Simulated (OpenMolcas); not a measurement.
Results of a calculation; reference values are marked as such.
**Ru4+: input and output**

Ru4+ among 6 point charges of -0.98 e arranged as a tetragonal octahedron (D4h), 1.85 Å from the ion, with the axial distance 2.072 Å. With inversion symmetry the input lists one of each pair of outer charges.

Input:

```
&GATEWAY
Coord
1

Ru 0.0 0.0 0.0
Basis=ANO-RCC-VDZP
Group=XYZ
NoMove
AngMom=0.0 0.0 0.0
AMFI
XField
3 Angstrom 0
1.850000 0.000000 0.000000 -0.980000
0.000000 1.850000 0.000000 -0.980000
0.000000 0.000000 2.072000 -0.980000
&SEWARD
&RASSCF
FileOrb=start.orb
Symmetry=1
Spin=5
nActEl=4 0 0
Inactive=9 9
Ras2=5 0
CIRoot=5 5 1
SDav=5
CIMx=300
Iter=120 100
PrWF=0.3
OrbListing=Nothing
MaxOrb=0
>>> COPY $Project.JobIph JOB001
&RASSCF
FileOrb=start.orb
Symmetry=1
Spin=3
nActEl=4 0 0
Inactive=9 9
Ras2=5 0
CIRoot=45 45 1
SDav=45
CIMx=300
Iter=120 100
PrWF=0.3
OrbListing=Nothing
MaxOrb=0
>>> COPY $Project.JobIph JOB002
&RASSCF
FileOrb=start.orb
Symmetry=1
Spin=1
nActEl=4 0 0
Inactive=9 9
Ras2=5 0
CIRoot=50 50 1
SDav=50
CIMx=300
Iter=120 100
PrWF=0.3
OrbListing=Nothing
MaxOrb=0
>>> COPY $Project.JobIph JOB003
&RASSI
NrOfJobIphs=3 5 45 50
1 2 3 4 5
1 2 3 4 5 6 7 8 9 10 11 12 13 14 15 16 17 18 19 20 21 22 23 24 25 26 27
28 29 30 31 32 33 34 35 36 37 38 39 40 41 42 43 44 45
1 2 3 4 5 6 7 8 9 10 11 12 13 14 15 16 17 18 19 20 21 22 23 24 25 26 27
28 29 30 31 32 33 34 35 36 37 38 39 40 41 42 43 44 45 46 47 48 49 50
IphNames
JOB001
JOB002
JOB003
EJob
SpinOrbit
DIPRint=1.0
SOCoupling=1000.0
Subsets=2
Property=9
'ANGMOM' 1 'ANGMOM' 2 'ANGMOM' 3 'MLTPL  1' 1 'MLTPL  1' 2 'MLTPL  1' 3
'AMFI' 1 'AMFI' 2 'AMFI' 3
SOProperty=3
'ANGMOM' 1 'ANGMOM' 2 'ANGMOM' 3
```

Launched by
```bash
OMP_NUM_THREADS=1 MOLCAS_MEM=1689 MOLCAS_PROJECT=a pymolcas a.inp > a.log  # once for each step of the input, in one work folder
```

A driver script runs the steps one by one and writes start.orb anew before each from the orbitals found so far.

Output, cut to the results:

```
--- SEWARD ---
Basis set label: RU.ANO-RCC...6S5P3D1F.

      Electronic valence basis set:
      ------------------
      Associated Effective Charge  44.000000 au
      Associated Actual Charge     44.000000 au
      Nuclear Model: Point charge

      Shell  nPrim  nBasis  Cartesian Spherical Contaminant
         s      21       6        X
         p      18       5        X
         d      13       3                 X
         f       6       1                 X
                  Relativistic Douglas-Kroll-Hess integrals:
                    - DKH order of Hamiltonian: 2
                    - DKH order of Properties : 0
                  Atomic mean-field integrals
--- RASSCF ---
Wave function specifications:
      -----------------------------

      Number of closed shell electrons          36
      Number of electrons in active shells       4
      Max number of holes in RAS1 space          0
      Max nr of electrons in RAS3 space          0
      Number of inactive orbitals               18
      Number of active orbitals                  5
      Number of secondary orbitals              20
      Spin quantum number                      2.0
      State symmetry                             1
Orbital specifications:
      -----------------------

      Symmetry species                           1   2
                                                ag  au
      Frozen orbitals                            0   0
      Inactive orbitals                          9   9
      Active orbitals                            5   0
      RAS1 orbitals                              0   0
      RAS2 orbitals                              5   0
      RAS3 orbitals                              0   0
      Secondary orbitals                         7  13
      Deleted orbitals                           0   0
      Number of basis functions                 21  22
      Number of CSFs                             5
      Number of root(s) required                 5
      Iter CI   SX   CI       RASSCF       Energy    max ROT     max BLB   max BLB  Level Ln srch  Step   QN
          iter iter root      energy       change     param      element    value   shift minimum  type update
 Nr of preliminary CI iterations:   1
      Total energies have been shifted. Add                -4000.00 au
        1   1    6    0  -530.07002469    0.00E+00   2.24E-01*   8  14 2 -3.52E-01*  0.00   0.00    SX    NO
        2   1    5    0  -530.40372864   -3.34E-01*  1.97E-02    9  15 2  1.32E-01*  0.02   0.00    SX    NO
        3   1    5    0  -530.41229693   -8.57E-03*  1.25E-02    7  13 2 -1.63E-02*  0.00   0.00    SX    NO
        4   1    5    0  -530.41293166   -6.35E-04*  4.12E-03    9  15 2  9.17E-03*  0.00   0.00    SX    NO
        5   1    4    0  -530.41301294   -8.13E-05*  1.16E-03    7  13 2 -2.99E-03*  0.00   0.73    QN   YES
        6   1    3    0  -530.41302576   -1.28E-05*  1.39E-05    9  15 2  2.31E-05   0.00   1.01    QN   YES
        7   1    3    0  -530.41302576   -1.49E-09   6.71E-06    9  15 2  4.93E-06   0.00   1.02    QN   YES
      Convergence after  7 iterations
        8   1    3    0  -530.41302576   -3.37E-11   6.71E-06   12  16 1 -1.37E-06   0.00   1.02    QN   YES
      Natural orbitals and occupation numbers for root  1
      sym 1:   1.000000   1.000000   1.000000   1.000000  -0.000000
      Natural orbitals and occupation numbers for root  2
      sym 1:   1.000000   1.000000   0.000000   1.000000   1.000000
      Natural orbitals and occupation numbers for root  3
      sym 1:  -0.000000   1.000000   1.000000   1.000000   1.000000
::    RASSCF root number  1 Total energy:  -4530.43481443
::    RASSCF root number  2 Total energy:  -4530.41701170
::    RASSCF root number  3 Total energy:  -4530.41007511
::    RASSCF root number  4 Total energy:  -4530.40161378
::    RASSCF root number  5 Total energy:  -4530.40161378
--- RASSCF ---
Wave function specifications:
      -----------------------------

      Number of closed shell electrons          36
      Number of electrons in active shells       4
      Max number of holes in RAS1 space          0
      Max nr of electrons in RAS3 space          0
      Number of inactive orbitals               18
      Number of active orbitals                  5
      Number of secondary orbitals              20
      Spin quantum number                      1.0
      State symmetry                             1
Orbital specifications:
      -----------------------

...
--- RASSI ---
SPIN-FREE ENERGIES:
  (Shifted by EMIN (a.u.) =      -4530.4348144286)

 SF State       Relative EMIN(au)   Rel lowest level(eV)    D:o, cm**(-1)      L_eff

     1             0.0000000000        0.0000000000              0.0000         2.0
     2             0.0178027251        0.4844368284           3907.2465         2.0
     3             0.0247393147        0.6731910485           5429.6520         2.0
     4             0.0332006517        0.9034357577           7286.7008         2.0
     5             0.0332006517        0.9034357577           7286.7008         2.0
     6             0.0828612760        2.2547701863          18185.9480         4.3
     7             0.0828612760        2.2547701863          18185.9480         4.3
     8             0.0871195082        2.3706425882          19120.5220         4.5
     9             0.0932043491        2.5362195438          20455.9902         4.8
    10             0.1000804037        2.7233265207          21965.1097         4.8
    11             0.1014302779        2.7600584696          22261.3729         3.2
    12             0.1033846328        2.8132391746          22690.3042         4.1
    13             0.1033846328        2.8132391746          22690.3042         4.1
    14             0.1054149274        2.8684863067          23135.9023         3.8
    15             0.1054149274        2.8684863067          23135.9023         3.8
    16             0.1083630228        2.9487080692          23782.9345         4.4
    17             0.1117045424        3.0396354494          24516.3133         3.1
    18             0.1179677420        3.2100657909          25890.9267         4.6
    19             0.1187975398        3.2326457395          26073.0462         4.1
    20             0.1211824805        3.2975432840          26596.4802         3.9
    21             0.1212221351        3.2986223395          26605.1834         4.2
...
```

Spin-orbit levels above the lowest (labels of D4, the rotations of D4h):

```json
{"E (cm-1)": "0.0", "Degeneracy": "1", "Label": "A1", "2S+1": "5", "g": ""}
{"E (cm-1)": "26.0", "Degeneracy": "1", "Label": "A2", "2S+1": "5", "g": ""}
{"E (cm-1)": "331.0", "Degeneracy": "2", "Label": "E", "2S+1": "5", "g": "0.00 0.00 2.91"}
{"E (cm-1)": "445.5", "Degeneracy": "1", "Label": "B1", "2S+1": "5", "g": ""}
{"E (cm-1)": "3693", "Degeneracy": "1", "Label": "A1", "2S+1": "5", "g": ""}
{"E (cm-1)": "3822", "Degeneracy": "2", "Label": "E", "2S+1": "5", "g": "0.00 0.00 3.87"}
{"E (cm-1)": "4232", "Degeneracy": "1", "Label": "B2", "2S+1": "5", "g": ""}
{"E (cm-1)": "4270", "Degeneracy": "1", "Label": "B1", "2S+1": "5", "g": ""}
{"E (cm-1)": "5733", "Degeneracy": "1", "Label": "B2", "2S+1": "5", "g": ""}
{"E (cm-1)": "5813", "Degeneracy": "2", "Label": "E", "2S+1": "5", "g": "0.00 0.00 4.79"}
{"E (cm-1)": "6078", "Degeneracy": "1", "Label": "A2", "2S+1": "5", "g": ""}
{"E (cm-1)": "6124", "Degeneracy": "1", "Label": "A1", "2S+1": "5", "g": ""}
{"E (cm-1)": "7295", "Degeneracy": "2", "Label": "E", "2S+1": "5", "g": "0.00 0.00 5.64"}
{"E (cm-1)": "7602", "Degeneracy": "1", "Label": "A2", "2S+1": "5", "g": ""}
{"E (cm-1)": "7997", "Degeneracy": "1", "Label": "A1", "2S+1": "5", "g": ""}
{"E (cm-1)": "8152", "Degeneracy": "2", "Label": "E", "2S+1": "5", "g": "0.00 0.00 1.80"}
{"E (cm-1)": "8296", "Degeneracy": "1", "Label": "B1", "2S+1": "5", "g": ""}
{"E (cm-1)": "8432", "Degeneracy": "1", "Label": "B2", "2S+1": "5", "g": ""}
{"E (cm-1)": "8523", "Degeneracy": "2", "Label": "E", "2S+1": "5", "g": "0.00 0.00 9.59"}
{"E (cm-1)": "17566", "Degeneracy": "1", "Label": "A1", "2S+1": "3", "g": ""}
```

Without dynamic correlation the repulsion within the d shell is too large (B by tens of per cent), so at a given field states of lower spin stand too high. Point charges give a weaker field than real ligands, and real ions of this kind are as a rule low spin; the high spin found here belongs to the model. Point charges carry no covalency, so the field is a model and not that of real ligands. No measured value stands beside these numbers.

With an even number of electrons the g values are those of a degenerate or nearly degenerate non-Kramers pair.
